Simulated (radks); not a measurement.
Radial electron density D(r) = 4 pi r^2 rho(r) of an atom or ion with 13 electrons. Method: Dirac Kohn-Sham, PBE, spin-unpolarised, spherical densities, point nucleus; computed with a radial shooting solver on a logarithmic mesh with Libxc functionals.

r (bohr)  D(r) (e/bohr)
0.005138          6.657
0.005747          7.948
0.006428          9.444
0.00719           11.16
0.007978          12.97
0.008923          15.14
0.009981          17.55
0.01116           20.18
0.01249           22.99
0.01397           25.93
0.0155            28.70
0.01733           31.64
0.01939           34.40
0.02169           36.85
0.02426           38.82
0.02691           40.11
0.0301            40.80
0.03367           40.71
0.03766           39.85
0.04212           38.34
0.04712           36.43
0.05228           34.59
0.05848           32.91
0.06541           31.96
0.07316           32.08
0.08183           33.43
0.09153           35.91
0.1016            38.88
0.1136            42.16
0.1271            44.69
0.1421            45.62
0.159             44.34
0.1764            41.01
0.1973            35.45
0.2207            28.68
0.2468            21.86
0.2761            16.09
0.3088            12.09
0.3426            10.04
0.3832            9.156
0.4286            8.851
0.4794            8.340
0.5363            7.214
0.5998            5.544
0.6656            3.844
0.7444            2.244
0.8327            1.115
0.9314           0.4645
1.042            0.1591
1.165           0.04397
1.293           0.01077
1.446          0.001843
1.617         0.0002366

What is the nuclear charge?

Answer. Z = 33. The innermost maximum, from 1s, lies near gamma/Z bohr with gamma = sqrt(1 - (Z/c)^2) = 0.971, here 0.0294 bohr (found: 0.0313), and its height grows with Z. The density is that of the arsenic ion As20+ in [Ne] 3s2 3p1; the configuration itself is not fixed sharply by these data, and Z only to about a unit. D(r) has 2 maxima, at r = 0.0313, 0.141 bohr, and minima at 0.0686 bohr, inside which lie 2.12 electrons.
